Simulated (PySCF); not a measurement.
C4H4ClF. Atoms are numbered in the order given.

```xyz
10

C      0.1076    -2.6707     0.0000
C     -0.0387    -1.3377     0.0000
F     -1.2723    -0.8128     0.0000
C      1.0622    -0.3857     0.0000
C      1.0435     0.9579     0.0000
Cl    -0.3509     1.9818     0.0000
H     -0.7668    -3.3225     0.0000
H      1.1028    -3.1147     0.0000
H      2.0548    -0.8442     0.0000
H      1.9776     1.5230     0.0000
```
Charge 0, spin multiplicity 1.

The structure is a stationary point at B3LYP-D3(BJ)/def2-SVP. The structure was generated by enumeration; whether it is a known compound was not checked. Other conformers were not sampled.

Level of theory: B3LYP/pcSseg-1 (PySCF).

GIAO shieldings, no solvent; atoms listed in one row are averaged. δ = σ(ref) − σ: ¹³C against TMS (σ = 181.3 ppm); ¹⁹F against CFCl3 (σ = 161.7 ppm); ³⁵Cl against HCl (σ = 933.3 ppm); ¹H against TMS (σ = 31.68 ppm), references at their B3LYP-D3(BJ)/def2-TZVP geometries, non-relativistic (without spin–orbit terms, shifts of atoms bonded to Cl or Br come out too high).

| nucleus | atoms | count | δ (ppm) |
|---|---|---|---|
| ¹³C | C2 | 1 | 175.2 |
| ¹³C | C5 | 1 | 139.0 |
| ¹³C | C4 | 1 | 131.6 |
| ¹³C | C1 | 1 | 105.8 |
| ¹⁹F | F3 | 1 | -115.9 |
| ³⁵Cl | Cl6 | 1 | 245.2 |
| ¹H | H10 | 1 | 6.28 |
| ¹H | H9 | 1 | 6.05 |
| ¹H | H7 | 1 | 5.26 |
| ¹H | H8 | 1 | 4.82 |
